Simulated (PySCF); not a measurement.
## Correlation energy of C²⁺ (carbon, charge +2)

[He] 2s2, closed-shell 1S. Calculation: PySCF 2.14, in pcseg-2 (4s3p2d1f, 30 functions); no relativity, point nucleus. Frozen: 1s2; 2 electrons correlated.

Total MP2 correlation energy: -41.63 mhartree.

Same-spin part 0.00 and opposite-spin part -41.63 mhartree; SCS-MP2 scales them by 1/3 and 6/5 to -49.96 mhartree.

With two correlated electrons CCSD is exact within the correlated space (frozen core and kept virtual orbitals).

| level | correlation energy (mhartree) |
| --- | --- |
| CCSD | -71.38 |

Diagnostics: T1 = 0.0080, D1 = 0.0113, largest double amplitude 0.156.

Task: Is a single reference adequate?

Result: Not fully. A double-excitation amplitude exceeds 0.15, a sign of near-degeneracy.
